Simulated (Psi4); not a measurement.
Pair of molecules, SMILES Cl with SMILES Br (the first has 2 atoms); geometry from B3LYP-D3(BJ)/def2-TZVP.
(charge 0, multiplicity 1):
```xyz
4

Cl     0.535    -0.466    -0.226
H      0.800     0.786    -0.124
Br     0.177    -0.309     3.689
H      0.255    -0.592     2.289
```

Computed with SAPT0/aug-cc-pVDZ (Psi4).

Task: Which attractive term is largest, and how does the interaction split up?

Result: electrostatics -11.1, exchange 17.3, induction -5.5, dispersion -7.9, total -7.2 kJ/mol; the largest attraction is electrostatics.
